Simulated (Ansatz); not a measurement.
## Energy profile

The step: SiH₄S ([SiH3][SH]) + H₂ → SiH₄ + H₂S; bonds formed: Si1–H7, S2–H6; bonds broken: Si1–S2, H6–H7 (atoms numbered as in the saddle structure below).

| atom | x (Å) | y (Å) | z (Å) |
| --- | --- | --- | --- |
| Si1 | -0.6360 | -0.1217 | -0.4160 |
| S2 | 0.7146 | 0.4725 | 1.6103 |
| H3 | -0.7035 | -0.6921 | -1.8010 |
| H4 | -1.3932 | 1.1454 | -0.3599 |
| H5 | -1.2223 | -1.2300 | 0.3880 |
| H6 | 1.0315 | 0.6224 | -0.0325 |
| H7 | 0.8401 | 0.5042 | -0.9974 |
| H8 | 1.3690 | -0.7007 | 1.6085 |

Electronic energies by CCSD(T) at an estimated basis limit (MP2 extrapolated from triple and quadruple zeta, plus CCSD(T) − MP2 in triple zeta), on PBE0-D4/def2-TZVP structures; SiH6S, closed shell; no counterpoise correction. Computed with Ansatz 0.2.0 (basis: def2-TZVPP and def2-QZVPP); correlated methods freeze the cores. Extrapolation: Hartree–Fock as exp(−7.88 √X), correlation as X^−2.97.

Q: Give the profile in kJ/mol, counted from the separated reactants. (An estimate is asked for; the value comes from the calculation.)

A: Computed:
```json
{"point": "separated: SiH4S (linked as [SiH3][SH]; Si1, S2, H3, H4, H5, H8; singlet) + H2 (H6, H7; singlet)", "kJ/mol": "0.0"}
{"point": "start structure", "kJ/mol": "-2.2"}
{"point": "saddle", "kJ/mol": "246.0"}
{"point": "end structure", "kJ/mol": "28.9"}
{"point": "separated: SiH4 (Si1, H3, H4, H5, H7; singlet) + H2S (S2, H6, H8; singlet)", "kJ/mol": "34.0"}
```

The T1 diagnostic stays at or below 0.014.

For scale, one of the runs: CCSD(T)/def2-TZVPP, 168 basis functions, launched by `ansatz run in.yaml --threads 2 --pin off --events-out ev --progress --plain --max-ram 4352MiB`. The run took 15 s on 2 CPU threads of an Arm Neoverse V2 (shared host), with 1.2 GiB of host memory at its peak.
